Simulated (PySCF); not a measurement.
B3LYP has the VWN-RPA correlation part, as in Gaussian. Delta-SCF ions had no search for a lower state. Excitations are Tamm–Dancoff values on a coarser integration grid. The basis has no diffuse functions, so Rydberg states are missing or too high.

## C₂H₃NSi, SMILES `C=[SiH]C#N` (charge 0, multiplicity 1)

Method: B3LYP-D3(BJ)/def2-TZVP (PySCF).

| Item | Result |
|---|---|
| HOMO | -7.07 eV |
| dipole moment | 0.654 e·Å |
| HOMO–LUMO gap | 4.60 eV |
| LUMO | -2.47 eV |
| S1 excitation (TDA) | 5.00 eV |
| S1 oscillator strength | 0.001 |
| brightest of the four lowest singlets (TDA) | 5.15 eV |
| T1 excitation (TDA) | 2.45 eV |
| S1–T1 gap (TDA) | 2.55 eV |
| vertical ionisation energy (Delta-SCF) | 9.33 eV |
| total energy | -422.2892 Ha |
| cost | very roughly 90 core-seconds |

Bonds (Å): C1–Si2 1.696, C1–H5 1.082, C1–H6 1.082, Si2–C3 1.826, Si2–H7 1.465, C3–N4 1.154. Bond angles (°): Si2–C1–H5 122.1, Si2–C1–H6 121.7, H5–C1–H6 116.2, C1–Si2–C3 120.4, C1–Si2–H7 127.0, C3–Si2–H7 112.5, Si2–C3–N4 179.1.
Charge 0, spin multiplicity 1.
